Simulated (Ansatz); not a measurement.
```xyz
10

C     0.417    0.987    1.528
O     0.423    0.700    0.145
Si   -0.125   -0.675   -0.525
C    -0.333   -0.845   -2.260
N    -1.465   -0.644   -1.676
H     1.335    1.523    1.775
H    -0.440    1.619    1.775
H     0.370    0.077    2.136
H    -0.038   -1.791    0.434
H    -0.144   -0.952   -3.331
```

Charge 0, multiplicity 1.

Problem. List the B3LYP/def2-TZVPP orbital energies in eV (Ansatz 0.2.0). (An estimate is asked.)

Solution. The calculation gave: Occupied: -1799.79, -521.02, -389.56, -278.55, -278.06, -144.24, -99.57, -99.57, -99.54, -28.25, -25.30, -19.25, -15.53, -14.86, -12.93, -12.87, -12.67, -11.34, -10.22, -9.57, -9.11, -8.78, -6.23. Lowest empty: -0.96, 0.17, 0.63, 1.00, 1.97, 2.36, 2.61, 2.82.

B3LYP here is the variant with VWN-RPA as its local correlation; programs differ in this.
